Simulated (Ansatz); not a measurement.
`C[NH][GaH2]` + `N#C[SiH3]` → `N#C[SiH2][GaH2]` + CH₃NH₂  (formal exchange of groups at a Ga–N bond)

Program: Ansatz. Geometries: PBE0-D4/def2-TZVP. ΔE: electronic, gas phase. CCSD(T)/CBS is the MP2 limit (def2-TZVPP, def2-QZVPP) plus CCSD(T) − MP2 in def2-TZVPP, frozen cores. This one scheme is used for every species. DFT in def2-TZVPP. For Ga outer-core shells are correlated without core-valence functions, which leaves a few kJ/mol of doubt a bond. Scalar relativity is left out up to krypton.

(1) Is it downhill or uphill in electronic energy at CCSD(T)/CBS, and by how much? (Best estimate.)

(2) What do these levels give: BLYP-D4, ωB97X-V, PBE0, r2SCAN0, BHLYP, CAM-B3LYP, LC-ωPBE, HF/def2-SVP, HF/def2-TZVPP, CCSD(T)/def2-TZVPP, MP2/def2-QZVPP, SCS-MP2/def2-QZVPP? (An estimate is asked.)

(3) What do rigid-rotor, harmonic-oscillator terms from PBE0-D4/def2-TZVP frequencies (298.15 K, 1 bar) make of the CCSD(T)/CBS value? (Best estimate.)

Largest T1 diagnostic among the species: 0.015.

## Answers

(1) Computed: Uphill: ΔE = +42.2 kJ/mol.

(2) Computed: BLYP-D4 38.9, ωB97X-V 37.1, PBE0 25.6, r2SCAN0 33.3, BHLYP 37.4, CAM-B3LYP 42.3, LC-ωPBE 33.9, HF/def2-SVP 41.8, HF/def2-TZVPP 38.2, CCSD(T)/def2-TZVPP 42.4, MP2/def2-QZVPP 49.3, SCS-MP2/def2-QZVPP 49.2 kJ/mol.

(3) The calculation gave: ΔZPE = +5.6 kJ/mol, ΔH = +49.9 kJ/mol, ΔS = 29 J/(mol·K), ΔG = +41.4 kJ/mol. Modes under 50 cm⁻¹ make the entropy rough.

In def2-TZVPP, CCSD(T) changes the Hartree–Fock value by +4.2 kJ/mol (the triples alone add +1.6 kJ/mol) and MP2 by +11.0 kJ/mol. Leaving LDA and LC-ωPBE aside and taking each functional with its dispersion term where it has one, the values, not all of them listed here, spread over 17.3 kJ/mol, from HSE06-D4 to B2PLYP. LDA lies +11.2 kJ/mol from PBE without D4. From r2SCAN to r2SCAN0 (25 % exact exchange), in def2-TZVPP and without D4, ΔE moves by −3.1 kJ/mol.
